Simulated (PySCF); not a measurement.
**Kr(2+): excitation energy**

Kr(2+) [Ar] 3d10 4s2 4p4 (3P) → Kr(2+) [Ar] 3d10 4s2 4p3 5s1 (5S), as a difference of total energies. All numbers are calculated (PySCF 2.14, a scalar-relativistic core potential, in aug-cc-pVTZ-PP with one added diffuse shell each of s, d, f type with ECP10MDF (7s5p5d3f, 68 functions)). Correlated levels: valence: 3s2 3p6 3d10 frozen. The calculations carry no spin-orbit coupling.

```
           method  excitation energy (cm⁻¹)
              UHF                    138230
              LDA                    141330
              PBE                    140340
             PBE0                    141980
           r2SCAN                    145510
          r2SCANh                    145370
            HSE06                    142150
           revPBE                    140630
        CAM-B3LYP                    143670
    MP2 (valence)                    140030
SCS-MP2 (valence)                    142000
```

The promoted electron is Rydberg-like, and one or two diffuse shells describe it only roughly, which tends to raise the upper state.
